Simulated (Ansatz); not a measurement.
**A barrier at the coupled-cluster level**

Start structure (BH₂BrCl₂, closed shell), relaxed at PBE0-D4/def2-TZVP:

| atom | x (Å) | y (Å) | z (Å) |
| --- | --- | --- | --- |
| B1 | 0.9812 | -0.4169 | 0.2007 |
| Br2 | 1.7496 | 1.2371 | -0.3384 |
| Cl3 | 0.7123 | -1.6681 | -0.9699 |
| Cl4 | 0.5559 | -0.6720 | 1.8627 |
| H5 | -1.8304 | 1.0766 | -0.4797 |
| H6 | -2.1685 | 0.4432 | -0.2755 |

The step: BBrCl₂ ([Cl][B]([Cl])[Br]) + H₂ → BHCl₂ ([Cl][BH][Cl]) + HBr; bonds formed: B1–H6, Br2–H5; bonds broken: B1–Br2, H5–H6. Computed with Ansatz 0.2.0 (basis: def2-TZVPP and def2-QZVPP); correlated methods freeze the cores. Filled d shells of the heavier atoms are correlated. The def2 sets are not built for correlating such inner shells, so the correlated values are less sure here. Extrapolation: Hartree–Fock as exp(−7.88 √X), correlation as X^−2.97. Energies below are by CCSD(T) at an estimated basis limit (MP2 extrapolated from triple and quadruple zeta, plus CCSD(T) − MP2 in triple zeta).

Question: What are the electronic barrier and the energy of the step, from the start structure to the end structure? (To be estimated.)

Answer: By the calculation: Barrier 1.527 eV; step energy 0.422 eV (uphill); reverse barrier, their difference, 1.105 eV. Barrier and step energy count from the start structure, the reverse barrier from the end structure.

The saddle point: One imaginary mode of 732i cm⁻¹.
| pair | start (Å) | saddle (Å) | end (Å) |
| --- | --- | --- | --- |
| B1–H6 | 3.30 | 1.29 | 1.19 |
| Br2–H5 | 3.59 | 1.69 | 1.42 |
| B1–Br2 | 1.90 | 2.30 | 3.50 |
| H5–H6 | 0.75 | 1.06 | 3.39 |

Zero-point energy (harmonic, PBE0-D4): ZPE is 0.496 eV at the start and 0.599 eV at the saddle, so the barrier goes from 1.527 to 1.630 eV.

The T1 diagnostic stays at or below 0.011. The end structure is not quite a true minimum (one mode of 46i cm⁻¹).

Labels in which every atom is bracketed show which atoms are joined, not bond orders.

For scale, one of the runs: CCSD(T)/def2-TZVPP, 191 basis functions, launched by `ansatz run in.yaml --threads 4 --pin off --events-out ev --progress --plain --max-ram 9574MiB`. Hardware: 4 CPU threads of an Arm Neoverse V2, shared host. Wall time 58 s; peak host memory 2 GiB.
